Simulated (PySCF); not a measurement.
A structure optimised at r2SCAN-D4/def2-SVP, used in a PySCF frequency run:

```xyz
10

Cl     3.0918     0.1003    -0.7419
C      1.8978    -0.9182     0.0262
C      0.8097    -0.4394     0.5824
C     -0.3040     0.0230     1.0925
Ge    -1.9297     0.2232     0.0296
H      2.1454    -1.9837     0.0067
H     -0.3324     0.3159     2.1530
H     -3.0511    -0.6155     0.6623
H     -2.3553     1.6991     0.0322
H     -1.6393    -0.2540    -1.3958
```

**Question.** Write its SMILES and formula.

**Answer.** ClC=C=[CH][GeH3], C₃H₅ClGe

**Question.** What are its rotational constants (standard atomic weights)?

**Answer.** 9.3196, 0.70953, 0.68431 GHz
